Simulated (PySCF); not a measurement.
4'-(methylthio)acetophenone, C9H10OS.
Atom-mapped SMILES: `[CH3:1][S:2][c:3]1[cH:4][cH:5][c:6]([C:7]([CH3:8])=[O:9])[cH:10][cH:11]1` (hydrogens: H12, H13, H14 on C1; H15 on C4; H16 on C5; H17, H18, H19 on C8; H20 on C10; H21 on C11)

Computed by this run: PySCF, PBE0-D3(BJ)/def2-SVP geometry optimisation, gas phase; density fitting, grid level 2; the optimiser is geomeTRIC in internal coordinates, started from a GFN2-xTB structure.

Step 0: E = -22350.1767 eV
```
atom  x, y, z in Å  |  force x, y, z in eV/Å
C1      4.1148   -0.1273    0.4659   -0.728  -0.564  -0.063
S2      2.9312   -1.4991    0.3514    0.160   0.022   0.019
C3      1.3675   -0.7061    0.2142    0.622  -0.254   0.061
C4      0.2539   -1.5434    0.1235    0.152  -0.040   0.011
C5     -1.0126   -1.0167    0.0088   -0.008   0.232  -0.006
C6     -1.2027    0.3671   -0.0262    0.147   0.200   0.008
C7     -2.5269    1.0148   -0.1676   -0.331  -0.048  -0.033
C8     -3.7362    0.1113   -0.2005    0.205   0.486  -0.007
O9     -2.6348    2.2196   -0.2530    0.012   0.027   0.021
C10    -0.0808    1.1921    0.0684   -0.153  -0.050  -0.018
C11     1.1902    0.6728    0.1909   -0.070   0.045  -0.009
H12     3.9063    0.4686    1.3495    0.012   0.328   0.335
H13     5.0922   -0.5911    0.5575    0.382  -0.177   0.036
H14     4.0766    0.4745   -0.4372    0.070   0.328  -0.330
H15     0.4044   -2.6125    0.1426    0.000  -0.494   0.010
H16    -1.8516   -1.6910   -0.0582   -0.388  -0.297  -0.035
H17    -3.6805   -0.5603   -1.0545   -0.001  -0.344  -0.301
H18    -3.7840   -0.4829    0.7091   -0.046  -0.325   0.327
H19    -4.6334    0.7195   -0.2817   -0.269   0.213  -0.030
H20    -0.2319    2.2612    0.0430   -0.127   0.444  -0.023
H21     2.0295    1.3458    0.2638    0.359   0.268   0.028
```

Q: Estimate the geometry and energy of step 1. (The exact step hangs on the optimiser's Hessian estimate; all steps are aligned on step 0, rigid shifts and turns removed.)

A: E = -22350.2322 eV, largest force 0.124 eV/Å
```
atom  x, y, z in Å  |  force x, y, z in eV/Å
C1      4.1026   -0.1359    0.4580    0.118   0.032   0.015
S2      2.9505   -1.5100    0.3658   -0.020   0.014  -0.004
C3      1.3932   -0.7166    0.2192   -0.067  -0.016  -0.005
C4      0.2686   -1.5551    0.1401    0.019  -0.055   0.004
C5     -1.0033   -1.0166    0.0248   -0.057  -0.040  -0.015
C6     -1.1968    0.3715   -0.0175   -0.039  -0.037  -0.003
C7     -2.5409    1.0095   -0.1322    0.069   0.092   0.012
C8     -3.7535    0.1202   -0.2308   -0.053  -0.090   0.019
O9     -2.6510    2.2179   -0.1371   -0.009  -0.018  -0.021
C10    -0.0729    1.2003    0.0585   -0.034   0.062   0.003
C11     1.2045    0.6730    0.1766    0.110   0.035   0.006
H12     3.9175    0.4943    1.3416    0.004  -0.026  -0.033
H13     5.0992   -0.5925    0.5545   -0.052   0.032  -0.006
H14     4.0841    0.4782   -0.4555   -0.003  -0.029   0.029
H15     0.4018   -2.6403    0.1711   -0.004   0.027   0.003
H16    -1.8575   -1.6962   -0.0320    0.032   0.023   0.002
H17    -3.6832   -0.5611   -1.0939    0.010   0.027   0.021
H18    -3.8476   -0.5057    0.6720   -0.008   0.018  -0.036
H19    -4.6468    0.7481   -0.3319    0.011   0.002   0.004
H20    -0.2331    2.2810    0.0224    0.001  -0.031   0.010
H21     2.0558    1.3531    0.2362   -0.027  -0.022  -0.007
```

The energy changes by -0.0556 eV. The first-order estimate −F·Δx gives -0.1206 eV and the mean of the old and new forces, exact on a quadratic surface, -0.0554 eV. The step makes an angle of 72° with the force vector and moves no atom by more than 0.117 Å.

The cost below is that of the whole optimisation. On an Arm Neoverse V1 with one thread, no GPU, shared host with 32 logical CPUs at a one-minute load of 12, this took 2.5 min and 0.98 GiB of memory at its peak.
